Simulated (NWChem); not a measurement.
System: GeH3O3 cation

NWChem input:

```
start job
memory heap 200 mb stack 700 mb global 900 mb
charge 1
geometry units angstroms noautoz
  O     -1.679917     0.220043     0.000000
  Ge    -0.002573     0.009625     0.000000
  O      0.605486    -1.579860     0.000000
  O      0.844183     1.478272     0.000000
  H     -2.237664    -0.576502     0.000000
  H      1.561785    -1.750233     0.000000
  H      1.814856     1.485925     0.000000
end
basis spherical
  O library def2-svp
  Ge library def2-svp
  H library def2-svp
end
dft
  xc xtpss03 ctpss03
  iterations 150
  mulliken
end
task dft energy
```

Excerpt of the output:

```
             Northwest Computational Chemistry Package (NWChem) 7.3.0
             --------------------------------------------------------

 CS  symmetry detected

                             Geometry "geometry" -> ""
                             -------------------------

 Output coordinates in angstroms (scale by  1.889725989 to convert to a.u.)

  No.       Tag          Charge          X              Y              Z
 ---- ---------------- ---------- -------------- -------------- --------------
    1 O                    8.0000    -1.66781536     0.20332717     0.00000000
    2 Ge                  32.0000     0.01072265     0.00265632     0.00000000
    3 O                    8.0000     0.62800461    -1.58326969     0.00000000
    4 O                    8.0000     0.84893308     1.47619729     0.00000000
    5 H                    1.0000    -2.22092586    -0.59644431     0.00000000
    6 H                    1.0000     1.58527716    -1.74808473     0.00000000
    7 H                    1.0000     1.81954525     1.48948874     0.00000000

 Effective nuclear repulsion energy (a.u.)     316.9445317607

      Symmetry information
      --------------------

 Group name             Cs
 Group number              2
 Group order               2
 No. of unique centers     7

                                 NWChem DFT Module
                                 -----------------

 Summary of "ao basis" -> "ao basis" (spherical)
 ------------------------------------------------------------------------------
       Tag                 Description            Shells   Functions and Types
 ---------------- ------------------------------  ------  ---------------------
 O                          def2-svp                 6       14   3s2p1d
 Ge                         def2-svp                12       32   5s4p3d
 H                          def2-svp                 3        5   2s1p

      Symmetry analysis of basis
      --------------------------

        a'         64
        a"         25

            General Information
            -------------------
          SCF calculation type: DFT
          Wavefunction type:  closed shell.
          No. of atoms     :     7
          No. of electrons :    58
           Alpha electrons :    29
            Beta electrons :    29
          Charge           :     1
          Spin multiplicity:     1
          Use of symmetry is: on ; symmetry adaption is: on
          Maximum number of iterations: 150
          AO basis - number of functions:    89
                     number of shells:    39
          Convergence on energy requested:  1.00D-06
          Convergence on density requested:  1.00D-05
          Convergence on gradient requested:  5.00D-04

              XC Information
              --------------
                  TPSS metaGGA Exchange Functional  1.000
             TPSS03 metaGGA Correlation Functional  1.000

             Grid Information
             ----------------
          Grid used for XC integration:  medium
          Radial quadrature: Mura-Knowles
          Angular quadrature: Lebedev.
          Tag              B.-S. Rad. Rad. Pts. Rad. Cut. Ang. Pts.
          ---              ---------- --------- --------- ---------
          O                   0.60       49          10.0       434
          Ge                  1.25      112           8.0       590
          H                   0.35       45          11.0       434
          Grid pruning is: on
          Number of quadrature shells:   394
          Spatial weights used:  Erf1

      Superposition of Atomic Density Guess
      -------------------------------------

 Sum of atomic energies:       -2300.61478900

 Renormalizing density from      59.00 to     58

      Non-variational initial energy
      ------------------------------

 Total energy =   -2277.631287
 1-e energy   =   -3771.762336
 2-e energy   =    1177.186517
 HOMO         =      -0.817033
 LUMO         =      -0.435670

      Symmetry analysis of molecular orbitals - initial
      -------------------------------------------------

  Numbering of irreducible representations:

     1 a'          2 a"

  Orbital symmetries:

     1 a'          2 a'          3 a'          4 a'          5 a"
     6 a'          7 a'          8 a'          9 a'         10 a'
    11 a'         12 a"         13 a'         14 a'         15 a'
    16 a"         17 a"         18 a'         19 a'         20 a'
    21 a'         22 a'         23 a'         24 a'         25 a'
    26 a"         27 a'         28 a"         29 a"         30 a'
    31 a"         32 a'         33 a'         34 a'         35 a'
    36 a'         37 a'         38 a"         39 a'

     ---------------------------------------------
      Total Density - Mulliken Population Analysis
     ---------------------------------------------

    Atom       Charge   Shell Charges
 -----------   ------   -------------------------------------------------------
    1 O    8     8.64   1.99  1.14  0.60  3.14  1.76  0.01
    2 Ge  32    30.39   2.00  2.00  2.01  0.96 -0.01  6.00  6.02  0.86  0.20  8.56  1.45  0.34
    3 O    8     8.64   1.99  1.14  0.61  3.13  1.76  0.01
    4 O    8     8.63   1.99  1.14  0.60  3.13  1.76  0.01
    5 H    1     0.57   0.47  0.04  0.06
    6 H    1     0.57   0.47  0.05  0.06
    7 H    1     0.57   0.47  0.04  0.06

   convergence    iter        energy       DeltaE   RMS-Dens  Diis-err
 ---------------- ----- ----------------- --------- --------- ---------
 d= 0,ls=0.0,diis     1  -2303.4709415680 -2.62D+03  2.05D-02  5.56D+00
 d= 0,ls=0.0,diis     2  -2303.1998394488  2.71D-01  1.42D-02  9.10D+00
 d= 0,ls=0.0,diis     3  -2303.7588790797 -5.59D-01  4.66D-03  3.84D-01
 d= 0,ls=0.0,diis     4  -2303.7921095142 -3.32D-02  1.52D-03  3.16D-02
 d= 0,ls=0.0,diis     5  -2303.7936088385 -1.50D-03  7.33D-04  1.21D-02
  Resetting Diis
 d= 0,ls=0.0,diis     6  -2303.7948239000 -1.22D-03  1.47D-04  3.41D-04
 d= 0,ls=0.0,diis     7  -2303.7948528829 -2.90D-05  1.54D-04  5.14D-05
 d= 0,ls=0.0,diis     8  -2303.7948225438  3.03D-05  1.10D-04  3.44D-04
 d= 0,ls=0.0,diis     9  -2303.7948582104 -3.57D-05  6.57D-06  4.14D-07
 d= 0,ls=0.0,diis    10  -2303.7948582335 -2.30D-08  2.64D-06  1.77D-07

         Total DFT energy =    -2303.794858233460
      One electron energy =    -3822.468896739516
           Coulomb energy =     1307.438256997213
    Exchange-Corr. energy =     -105.708750251867
 Nuclear repulsion energy =      316.944531760710

 Numeric. integr. density =       58.000010380485

                  Occupations of the irreducible representations
                  ----------------------------------------------

                     irrep           alpha         beta
                     --------     --------     --------
                     a'               22.0         22.0
                     a"                7.0          7.0

                       DFT Final Molecular Orbital Analysis
                       ------------------------------------

 Vector   27  Occ=2.000000D+00  E=-5.446392D-01  Symmetry=a'
              MO Center=  6.9D-01, -8.2D-03, -9.0D-15, r^2= 3.2D+00
   Bfn.  Coefficient  Atom+Function         Bfn.  Coefficient  Atom+Function
  ----- ------------  ---------------      ----- ------------  ---------------
    65      0.424090  4 O  py                51      0.395243  3 O  py
    68      0.273655  4 O  py                54      0.256897  3 O  py
    50      0.194356  3 O  px                64     -0.146049  4 O  px
    27     -0.136530  2 Ge py                53      0.134692  3 O  px
    63      0.122534  4 O  s                 62      0.112248  4 O  s

 Vector   28  Occ=2.000000D+00  E=-5.308205D-01  Symmetry=a"
              MO Center=  6.9D-01, -2.2D-01, -9.1D-16, r^2= 2.9D+00
   Bfn.  Coefficient  Atom+Function         Bfn.  Coefficient  Atom+Function
  ----- ------------  ---------------      ----- ------------  ---------------
    52      0.477580  3 O  pz                66     -0.424538  4 O  pz
    55      0.341054  3 O  pz                69     -0.300618  4 O  pz
    33      0.082665  2 Ge d -1              43     -0.078055  2 Ge d -1
     6     -0.069442  1 O  pz                 9     -0.048480  1 O  pz

 Vector   29  Occ=2.000000D+00  E=-5.253014D-01  Symmetry=a"
              MO Center= -8.7D-01,  3.0D-01,  2.1D-15, r^2= 2.5D+00
   Bfn.  Coefficient  Atom+Function         Bfn.  Coefficient  Atom+Function
  ----- ------------  ---------------      ----- ------------  ---------------
     6      0.533722  1 O  pz                 9      0.375877  1 O  pz
    66     -0.306439  4 O  pz                69     -0.216996  4 O  pz
    52     -0.193960  3 O  pz                55     -0.140639  3 O  pz
    45      0.082502  2 Ge d  1              35     -0.078703  2 Ge d  1

 Vector   30  Occ=0.000000D+00  E=-3.219191D-01  Symmetry=a'
              MO Center=  1.2D-01, -3.0D-02, -1.3D-15, r^2= 3.0D+00
   Bfn.  Coefficient  Atom+Function         Bfn.  Coefficient  Atom+Function
  ----- ------------  ---------------      ----- ------------  ---------------
    18      0.678102  2 Ge s                 19      0.610556  2 Ge s
    17     -0.360949  2 Ge s                 49     -0.335766  3 O  s
    63     -0.314924  4 O  s                 51     -0.280954  3 O  py
    65      0.279071  4 O  py                 3     -0.270527  1 O  s
    54     -0.244559  3 O  py                 4     -0.242438  1 O  px

[...]
```

Level: TPSS/def2-SVP. Coordinates come from a PBE0/def2-SVP optimisation.
